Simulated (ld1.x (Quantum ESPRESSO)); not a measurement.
## indium: PAW pseudisation with LDA (PZ), fully relativistic reference atom.

The input file (ld1.x (Quantum ESPRESSO) 7.5):

```
&input
   title='In', zed=49., rel=2, dft='PZ', iswitch=3,
   config='[Kr] 4d10 5s2 5p1', rel_dist='average',
   nld=5, rlderiv=3.00, eminld=-3.0, emaxld=5.0, deld=0.02
 /
 &inputp
   pseudotype=3, lpaw=.true., tm=.true., lloc=-1, rcloc=1.45,
   nlcc=.false.,
   which_augfun='BG', rmatch_augfun=1.20,
   file_pseudopw='In.UPF', file_wfcaegen='ae.wfc', file_wfcncgen='nc.wfc', file_beta='beta', file_chi='chi', file_wfcusgen='us.wfc'
 /
6
5S  1  0   2.00   0.00  2.35  2.65  0.0
5S  1  0   0.00   2.20  2.35  2.65  0.0
5P  2  1   1.00   0.00  2.25  2.75  0.0
5P  2  1   0.00   0.25  2.25  2.75  0.0
4D  3  2  10.00   0.00  1.45  1.65  0.0
4D  3  2   0.00  -1.00  1.45  1.65  0.0
 &test
   configts(1)='4d10 5s2 5p1'
 /
```

Command:

```bash
ld1.x < In.in > In.out
```

Output (shortened: banner, matrices, multipoles, cross overlaps and the repeated all-electron block are left out):

```
Program LD1 v.7.5
     --------------------------- All-electron run ----------------------------

     In
     dirac relativistic calculation

     atomic number is 49.00
     dft =PZ   lsd =0 sic =0 latt =0  beta=0.20 tr2=1.0E-14
     Exchange-correlation= PZ
                           (   1   1   0   0   0   0   0)
     mesh =1241 r(mesh) = 100.30140 a.u. xmin = -7.00 dx = 0.01250
     1 Ry =  13.60569312 eV, c = 137.03599908

     n l j   nl                  e(Ry)          e(Ha)          e(eV)
     Spin orbit split results
     1 0 0.5 1S 1( 2.00)     -2036.1757     -1018.0879    -27703.5818
     2 0 0.5 2S 1( 2.00)      -304.8568      -152.4284     -4147.7878
     2 1 0.5 2P 1( 2.00)      -284.4565      -142.2282     -3870.2275
     2 1 1.5 2P 1( 4.00)      -268.9799      -134.4900     -3659.6585
     3 0 0.5 3S 1( 2.00)       -57.8132       -28.9066      -786.5888
     3 1 0.5 3P 1( 2.00)       -49.5694       -24.7847      -674.4256
     3 1 1.5 3P 1( 4.00)       -46.7742       -23.3871      -636.3948
     4 0 0.5 4S 1( 2.00)        -8.7740        -4.3870      -119.3768
     4 1 0.5 4P 1( 2.00)        -6.0747        -3.0374       -82.6506
     4 1 1.5 4P 1( 4.00)        -5.5800        -2.7900       -75.9194
     3 2 1.5 3D 1( 4.00)       -32.1367       -16.0684      -437.2422
     3 2 2.5 3D 1( 6.00)       -31.5634       -15.7817      -429.4415
     4 2 1.5 4D 1( 4.00)        -1.4128        -0.7064       -19.2222
     4 2 2.5 4D 1( 6.00)        -1.3491        -0.6746       -18.3560
     5 0 0.5 5S 1( 2.00)        -0.6234        -0.3117        -8.4822
     5 1 0.5 5P 1( 0.33)        -0.2148        -0.1074        -2.9231
     5 1 1.5 5P 1( 0.67)        -0.1915        -0.0957        -2.6054
     Averaged results
     1 0     1S 1( 2.00)     -2036.1757     -1018.0879    -27703.5818
     2 0     2S 1( 2.00)      -304.8568      -152.4284     -4147.7878
     2 1     2P 1( 6.00)      -274.1388      -137.0694     -3729.8481
     3 0     3S 1( 2.00)       -57.8132       -28.9066      -786.5888
     3 1     3P 1( 6.00)       -47.7059       -23.8529      -649.0717
     4 0     4S 1( 2.00)        -8.7740        -4.3870      -119.3768
     4 1     4P 1( 6.00)        -5.7449        -2.8724       -78.1631
     3 2     3D 1(10.00)       -31.7927       -15.8964      -432.5618
     4 2     4D 1(10.00)        -1.3746        -0.6873       -18.7025
     5 0     5S 1( 2.00)        -0.6234        -0.3117        -8.4822
     5 1     5P 1( 1.00)        -0.1993        -0.0996        -2.7113

     final scf error:  2.1E-15 reached in  28 iterations

     Etot =  -11756.043234 Ry,   -5878.021617 Ha, -159949.116583 eV

     Ekin =   12349.911683 Ry,    6174.955842 Ha,  168029.108456 eV
     Encl =  -28539.662723 Ry,  -14269.831362 Ha, -388301.892846 eV
     Eh   =    4743.019275 Ry,    2371.509638 Ha,   64532.064738 eV
     Exc  =    -309.311469 Ry,    -154.655735 Ha,   -4208.396930 eV

     normalization and overlap integrals

     s(1S/1S) =  1.000000  <r> =   0.0297  <r2> =    0.0012  r(max) =   0.0192
     s(2S/2S) =  1.000000  <r> =   0.1282  <r2> =    0.0194  r(max) =   0.1090
     s(2P/2P) =  1.000000  <r> =   0.1085  <r2> =    0.0145  r(max) =   0.0838
     s(2P/2P) =  1.000000  <r> =   0.1138  <r2> =    0.0158  r(max) =   0.0881
     s(3S/3S) =  1.000000  <r> =   0.3489  <r2> =    0.1394  r(max) =   0.3153
     s(3P/3P) =  1.000000  <r> =   0.3398  <r2> =    0.1343  r(max) =   0.3037
     s(3P/3P) =  1.000000  <r> =   0.3510  <r2> =    0.1430  r(max) =   0.3114
     s(4S/4S) =  1.000000  <r> =   0.8476  <r2> =    0.8144  r(max) =   0.7658
     s(4P/4P) =  1.000000  <r> =   0.9006  <r2> =    0.9292  r(max) =   0.7951
     s(4P/4P) =  1.000000  <r> =   0.9317  <r2> =    0.9947  r(max) =   0.8255
     s(3D/3D) =  1.000000  <r> =   0.3225  <r2> =    0.1237  r(max) =   0.2549
     s(3D/3D) =  1.000000  <r> =   0.3261  <r2> =    0.1263  r(max) =   0.2581
     s(4D/4D) =  1.000000  <r> =   1.1752  <r2> =    1.6620  r(max) =   0.9237
     s(4D/4D) =  1.000000  <r> =   1.1926  <r2> =    1.7136  r(max) =   0.9354
     s(5S/5S) =  1.000000  <r> =   2.5943  <r2> =    7.7363  r(max) =   2.1344
     s(5P/5P) =  1.000000  <r> =   3.5520  <r2> =   14.9214  r(max) =   2.7406
     s(5P/5P) =  1.000000  <r> =   3.7333  <r2> =   16.4919  r(max) =   2.8811

     ------------------------ End of All-electron run ------------------------

     --------------------- Generating PAW atomic setup --------------------

      Generating local potential from pseudized AE potential:
      Matching radius rcloc =   1.4500

      Local pseudo, rcloc= 1.467 Estimated cut-off energy=    11.67 Ry

      Computing core charge for PAW:

       r > 0.68 : true rho core
       r < 0.68 : rho core = a sin(br)/r    a=  23.13  b=   3.09

      Integrated core pseudo-charge :  11.23

     Fully relativistic calculation: |psi|^2

     Wfc 5S LC norm =  0.99994063 SC norm =  0.00005772 missing  0.00000165
     Speed at rcutus      0.344 a.u.,  v/c =  0.002508,  (v/c)^2 =  0.00000629

     Wfc 5P LC norm =  0.99996962 SC norm =  0.00003026 missing  0.00000012
     Speed at rcutus      0.458 a.u.,  v/c =  0.003341,  (v/c)^2 =  0.00001116

     Wfc 5P LC norm =  0.99997270 SC norm =  0.00002392 missing  0.00000338
     Speed at rcutus      0.452 a.u.,  v/c =  0.003299,  (v/c)^2 =  0.00001088

     Wfc 4D LC norm =  0.99971693 SC norm =  0.00028305 missing  0.00000001
     Speed at rcutus      0.704 a.u.,  v/c =  0.005139,  (v/c)^2 =  0.00002641

     Wfc 4D LC norm =  0.99972396 SC norm =  0.00027589 missing  0.00000014
     Speed at rcutus      0.731 a.u.,  v/c =  0.005335,  (v/c)^2 =  0.00002846
      Wfc-us  5S rcutus= 2.673  Estimated cut-off energy=     6.68 Ry
      Wfc-us  5S rcutus= 2.673  Estimated cut-off energy=    14.40 Ry
      Wfc-us  5P rcutus= 2.741  Estimated cut-off energy=     9.96 Ry
      Wfc-us  5P rcutus= 2.741  Estimated cut-off energy=     9.88 Ry
      Wfc-us  5P rcutus= 2.741  Estimated cut-off energy=    10.84 Ry
      Wfc-us  5P rcutus= 2.741  Estimated cut-off energy=    10.64 Ry
      Wfc-us  4D rcutus= 1.662  Estimated cut-off energy=    42.80 Ry
      Wfc-us  4D rcutus= 1.662  Estimated cut-off energy=    42.73 Ry
      Wfc-us  4D rcutus= 1.662  Estimated cut-off energy=    46.01 Ry
      Wfc-us  4D rcutus= 1.662  Estimated cut-off energy=    45.22 Ry

     Required augmentation: BG   radius:    1.200000
     Message from routine us2paw:
     WARNING: using Bloechl style augmentation functions is not a good idea, as analytical overlap are not implemented in pwscf: use BESSEL or GAUSS instead.
     Message from routine us2paw:
     WARNING: using Bloechl style augmentation functions is not a good idea, as analytical overlap are not implemented in pwscf: use BESSEL or GAUSS instead.
     Message from routine us2paw:
     WARNING: using Bloechl style augmentation functions is not a good idea, as analytical overlap are not implemented in pwscf: use BESSEL or GAUSS instead.
     Message from routine us2paw:
     WARNING: using Bloechl style augmentation functions is not a good idea, as analytical overlap are not implemented in pwscf: use BESSEL or GAUSS instead.
     [... 1 repeated lines left out ...]
     WARNING: using Bloechl style augmentation functions is not a good idea, as analytical overlap are not implemented in pwscf: use BESSEL or GAUSS instead.
     [... 1 repeated lines left out ...]
     WARNING: using Bloechl style augmentation functions is not a good idea, as analytical overlap are not implemented in pwscf: use BESSEL or GAUSS instead.
     [... 1 repeated lines left out ...]
     WARNING: using Bloechl style augmentation functions is not a good idea, as analytical overlap are not implemented in pwscf: use BESSEL or GAUSS instead.
     [... 1 repeated lines left out ...]
     WARNING: using Bloechl style augmentation functions is not a good idea, as analytical overlap are not implemented in pwscf: use BESSEL or GAUSS instead.
     [... 1 repeated lines left out ...]
     WARNING: using Bloechl style augmentation functions is not a good idea, as analytical overlap are not implemented in pwscf: use BESSEL or GAUSS instead.
     [... 1 repeated lines left out ...]
     WARNING: using Bloechl style augmentation functions is not a good idea, as analytical overlap are not implemented in pwscf: use BESSEL or GAUSS instead.
     [... 1 repeated lines left out ...]
     WARNING: using Bloechl style augmentation functions is not a good idea, as analytical overlap are not implemented in pwscf: use BESSEL or GAUSS instead.
     [... 1 repeated lines left out ...]
     WARNING: using Bloechl style augmentation functions is not a good idea, as analytical overlap are not implemented in pwscf: use BESSEL or GAUSS instead.
     [... 1 repeated lines left out ...]
     WARNING: using Bloechl style augmentation functions is not a good idea, as analytical overlap are not implemented in pwscf: use BESSEL or GAUSS instead.
     [... 1 repeated lines left out ...]
     WARNING: using Bloechl style augmentation functions is not a good idea, as analytical overlap are not implemented in pwscf: use BESSEL or GAUSS instead.
     [... 1 repeated lines left out ...]
     WARNING: using Bloechl style augmentation functions is not a good idea, as analytical overlap are not implemented in pwscf: use BESSEL or GAUSS instead.
     [... 1 repeated lines left out ...]
     WARNING: using Bloechl style augmentation functions is not a good idea, as analytical overlap are not implemented in pwscf: use BESSEL or GAUSS instead.
     [... 1 repeated lines left out ...]
     WARNING: using Bloechl style augmentation functions is not a good idea, as analytical overlap are not implemented in pwscf: use BESSEL or GAUSS instead.
     [... 1 repeated lines left out ...]
     WARNING: using Bloechl style augmentation functions is not a good idea, as analytical overlap are not implemented in pwscf: use BESSEL or GAUSS instead.
     [... 1 repeated lines left out ...]
     WARNING: using Bloechl style augmentation functions is not a good idea, as analytical overlap are not implemented in pwscf: use BESSEL or GAUSS instead.
     [... 1 repeated lines left out ...]
     WARNING: using Bloechl style augmentation functions is not a good idea, as analytical overlap are not implemented in pwscf: use BESSEL or GAUSS instead.
     [... 1 repeated lines left out ...]
     WARNING: using Bloechl style augmentation functions is not a good idea, as analytical overlap are not implemented in pwscf: use BESSEL or GAUSS instead.
     [... 1 repeated lines left out ...]
     WARNING: using Bloechl style augmentation functions is not a good idea, as analytical overlap are not implemented in pwscf: use BESSEL or GAUSS instead.
     [... 1 repeated lines left out ...]
     WARNING: using Bloechl style augmentation functions is not a good idea, as analytical overlap are not implemented in pwscf: use BESSEL or GAUSS instead.
     [... 1 repeated lines left out ...]
     WARNING: using Bloechl style augmentation functions is not a good idea, as analytical overlap are not implemented in pwscf: use BESSEL or GAUSS instead.
     [... 1 repeated lines left out ...]
     WARNING: using Bloechl style augmentation functions is not a good idea, as analytical overlap are not implemented in pwscf: use BESSEL or GAUSS instead.
     [... 1 repeated lines left out ...]
     WARNING: using Bloechl style augmentation functions is not a good idea, as analytical overlap are not implemented in pwscf: use BESSEL or GAUSS instead.
     Gaussians generated with zeta:    21.487088

     Estimated PAW energy = -400.877599 Ryd

     ------------------- End of pseudopotential generation -------------------

     Computing logarithmic derivative in   3.01003
     Computing logarithmic derivative in   3.01003
     Computing the partial wave expansion
     R is outside the sphere for l=    0 j= 0.50
     R is outside the sphere for l=    0 j= 0.50
     R is outside the sphere for l=    1 j= 0.50
     R is outside the sphere for l=    1 j= 0.50
     R is outside the sphere for l=    1 j= 1.50
     R is outside the sphere for l=    1 j= 1.50
     R is outside the sphere for l=    2 j= 1.50
     R is outside the sphere for l=    2 j= 1.50
     R is outside the sphere for l=    2 j= 2.50
     R is outside the sphere for l=    2 j= 2.50

     ---------------------- Testing the pseudopotential ----------------------

     In
     dirac relativistic calculation

     atomic number is 49.00   valence charge is 13.00
     dft = SLA  PZ   NOGX NOGC   lsd =0 sic =0 latt =0  beta=0.20 tr2=1.0E-14
     mesh =1241 r(mesh) = 100.30140 xmin = -7.00 dx = 0.01250

     n l  j  nl             e AE (Ry)       e PS (Ry)    De AE-PS (Ry)
     3 2 1.5 4D   1( 4.00)       -1.41281       -1.41281        0.00001
     3 2 2.5 4D   1( 6.00)       -1.34914       -1.34915        0.00001
     1 0 0.5 5S   1( 2.00)       -0.62343       -0.62343        0.00000
     2 1 0.5 5P   1( 0.33)       -0.21484       -0.21484       -0.00000
     2 1 1.5 5P   1( 0.67)       -0.19150       -0.19150        0.00000

     eps = 2.0E-17  iter =  6

     Etot =  -11756.043234 Ry,   -5878.021617 Ha, -159949.116583 eV
     Etotps =  -400.877631 Ry,    -200.438816 Ha,   -5454.218032 eV

     Ekin =     222.189825 Ry,     111.094913 Ha,    3023.046579 eV
     Encl =    -417.010257 Ry,    -208.505128 Ha,   -5673.713584 eV
     Ehrt =     103.254234 Ry,      51.627117 Ha,    1404.845415 eV
     Ecxc =    -309.311433 Ry,    -154.655717 Ha,   -4208.396443 eV

     ---------------------- End of pseudopotential test ----------------------
```

Generation and configuration tests took about 7.1 s on one core of a shared server CPU.

Transferability test of the new file with ld1.x, input:

```
&input
   title='In', zed=49., rel=2, dft='PZ', iswitch=2,
   config='[Kr] 4d10 5s2 5p1', rel_dist='average'
 /
 &test
   file_pseudo='In.UPF', nconf=8,
   configts(1)='4d10 5s2 5p1',
   configts(2)='4d10 5s2 5p0',
   configts(3)='4d10 5s1 5p0',
   configts(4)='4d10 5s0 5p0',
   configts(5)='4d10 5s2 5p0.5',
   configts(6)='4d10 5s2 5p1.3',
   configts(7)='4d9 5s0 5p0',
   configts(8)='4d10 5s1 5p1'
 /
```

```bash
ld1.x < In.test.in > In.test.out
```

Pseudopotential blocks of its output, shortened (energy terms left out):

```
     ---------------------- Testing the pseudopotential ----------------------

     n l  j  nl             e AE (Ry)       e PS (Ry)    De AE-PS (Ry)
     3 2 1.5 4D   1( 4.00)       -1.41281       -1.41281        0.00001
     3 2 2.5 4D   1( 6.00)       -1.34914       -1.34915        0.00001
     1 0 0.5 5S   1( 2.00)       -0.62343       -0.62343        0.00000
     2 1 0.5 5P   1( 0.33)       -0.21484       -0.21484       -0.00000
     2 1 1.5 5P   1( 0.67)       -0.19150       -0.19150        0.00000

     eps = 1.9E-17  iter =  6

     Etot =  -11756.043234 Ry,   -5878.021617 Ha, -159949.116583 eV
     Etotps =  -400.877631 Ry,    -200.438816 Ha,   -5454.218032 eV

     ---------------------- End of pseudopotential test ----------------------

          ---------------------- Testing the pseudopotential ----------------------

     n l  j  nl             e AE (Ry)       e PS (Ry)    De AE-PS (Ry)
     3 2 1.5 4D   1( 4.00)       -1.96748       -1.96791        0.00043
     3 2 2.5 4D   1( 6.00)       -1.90360       -1.90402        0.00042
     1 0 0.5 5S   1( 2.00)       -1.12494       -1.12499        0.00005
     2 1 0.5 5P   1( 0.00)       -0.66236       -0.66221       -0.00015
     2 1 1.5 5P   1( 0.00)       -0.62907       -0.62891       -0.00016

     eps = 1.1E-15  iter = 15

     Etot =  -11755.631223 Ry,   -5877.815611 Ha, -159943.510882 eV
     Etotps =  -400.465674 Ry,    -200.232837 Ha,   -5448.613063 eV
     dEtot_ae =       0.412011 Ry
     dEtot_ps =       0.411958 Ry,   Delta E=       0.000054 Ry

     ---------------------- End of pseudopotential test ----------------------

          ---------------------- Testing the pseudopotential ----------------------

     n l  j  nl             e AE (Ry)       e PS (Ry)    De AE-PS (Ry)
     3 2 1.5 4D   1( 4.00)       -2.73971       -2.73959       -0.00013
     3 2 2.5 4D   1( 6.00)       -2.67501       -2.67496       -0.00005
     1 0 0.5 5S   1( 1.00)       -1.77302       -1.77510        0.00209
     2 1 0.5 5P   1( 0.00)       -1.24593       -1.24689        0.00096
     2 1 1.5 5P   1( 0.00)       -1.20067       -1.20141        0.00074

     eps = 8.4E-15  iter = 15

     Etot =  -11754.186165 Ry,   -5877.093082 Ha, -159923.849870 eV
     Etotps =  -399.018885 Ry,    -199.509442 Ha,   -5428.928493 eV
     dEtot_ae =       1.857069 Ry
     dEtot_ps =       1.858747 Ry,   Delta E=      -0.001678 Ry

     ---------------------- End of pseudopotential test ----------------------

          ---------------------- Testing the pseudopotential ----------------------

     n l  j  nl             e AE (Ry)       e PS (Ry)    De AE-PS (Ry)
     3 2 1.5 4D   1( 4.00)       -3.57581       -3.58612        0.01031  !
     3 2 2.5 4D   1( 6.00)       -3.51001       -3.51975        0.00974  !
     1 0 0.5 5S   1( 0.00)       -2.45382       -2.41201       -0.04181  !
     2 1 0.5 5P   1( 0.00)       -1.86213       -1.85733       -0.00480
     2 1 1.5 5P   1( 0.00)       -1.80386       -1.79931       -0.00455

     eps = 6.3E-15  iter = 17

     Etot =  -11752.073821 Ry,   -5876.036911 Ha, -159895.109972 eV
     Etotps =  -396.915468 Ry,    -198.457734 Ha,   -5400.310047 eV
     dEtot_ae =       3.969413 Ry
     dEtot_ps =       3.962164 Ry,   Delta E=       0.007249 Ry

     ---------------------- End of pseudopotential test ----------------------

          ---------------------- Testing the pseudopotential ----------------------

     n l  j  nl             e AE (Ry)       e PS (Ry)    De AE-PS (Ry)
     3 2 1.5 4D   1( 4.00)       -1.67289       -1.67308        0.00019
     3 2 2.5 4D   1( 6.00)       -1.60915       -1.60933        0.00018
     1 0 0.5 5S   1( 2.00)       -0.86157       -0.86156       -0.00001
     2 1 0.5 5P   1( 0.17)       -0.42696       -0.42691       -0.00005
     2 1 1.5 5P   1( 0.33)       -0.39880       -0.39875       -0.00005

     eps = 3.3E-15  iter = 13

     Etot =  -11755.892527 Ry,   -5877.946263 Ha, -159947.066104 eV
     Etotps =  -400.726934 Ry,    -200.363467 Ha,   -5452.167684 eV
     dEtot_ae =       0.150707 Ry
     dEtot_ps =       0.150698 Ry,   Delta E=       0.000010 Ry

     ---------------------- End of pseudopotential test ----------------------

          ---------------------- Testing the pseudopotential ----------------------

     n l  j  nl             e AE (Ry)       e PS (Ry)    De AE-PS (Ry)
     3 2 1.5 4D   1( 4.00)       -1.27877       -1.27870       -0.00008
     3 2 2.5 4D   1( 6.00)       -1.21513       -1.21506       -0.00007
     1 0 0.5 5S   1( 2.00)       -0.49780       -0.49782        0.00002
     2 1 0.5 5P   1( 0.43)       -0.10336       -0.10337        0.00001
     2 1 1.5 5P   1( 0.87)       -0.08282       -0.08283        0.00001

     eps = 8.0E-15  iter = 15

     Etot =  -11756.086215 Ry,   -5878.043107 Ha, -159949.701369 eV
     Etotps =  -400.920616 Ry,    -200.460308 Ha,   -5454.802865 eV
     dEtot_ae =      -0.042981 Ry
     dEtot_ps =      -0.042984 Ry,   Delta E=       0.000003 Ry

     ---------------------- End of pseudopotential test ----------------------

          ---------------------- Testing the pseudopotential ----------------------

     n l  j  nl             e AE (Ry)       e PS (Ry)    De AE-PS (Ry)
     3 2 1.5 4D   1( 3.60)       -4.84183       -4.88326        0.04143  !
     3 2 2.5 4D   1( 5.40)       -4.77143       -4.81182        0.04039  !
     1 0 0.5 5S   1( 0.00)       -3.34950       -3.34596       -0.00355
     2 1 0.5 5P   1( 0.00)       -2.67711       -2.68828        0.01118  !
     2 1 1.5 5P   1( 0.00)       -2.60191       -2.61307        0.01116  !

     eps = 9.4E-16  iter = 11

     Etot =  -11747.913397 Ry,   -5873.956699 Ha, -159838.504517 eV
     Etotps =  -392.730344 Ry,    -196.365172 Ha,   -5343.368537 eV
     dEtot_ae =       8.129837 Ry
     dEtot_ps =       8.147288 Ry,   Delta E=      -0.017451 Ry

     ---------------------- End of pseudopotential test ----------------------

          ---------------------- Testing the pseudopotential ----------------------

     n l  j  nl             e AE (Ry)       e PS (Ry)    De AE-PS (Ry)
     3 2 1.5 4D   1( 4.00)       -2.08087       -2.08039       -0.00048
     3 2 2.5 4D   1( 6.00)       -2.01663       -2.01622       -0.00041
     1 0 0.5 5S   1( 1.00)       -1.19748       -1.19866        0.00118
     2 1 0.5 5P   1( 0.33)       -0.72309       -0.72362        0.00053
     2 1 1.5 5P   1( 0.67)       -0.68797       -0.68837        0.00041

     eps = 2.9E-15  iter = 11

     Etot =  -11755.140181 Ry,   -5877.570090 Ha, -159936.829919 eV
     Etotps =  -399.973538 Ry,    -199.986769 Ha,   -5441.917210 eV
     dEtot_ae =       0.903053 Ry
     dEtot_ps =       0.904094 Ry,   Delta E=      -0.001041 Ry

     ---------------------- End of pseudopotential test ----------------------
```
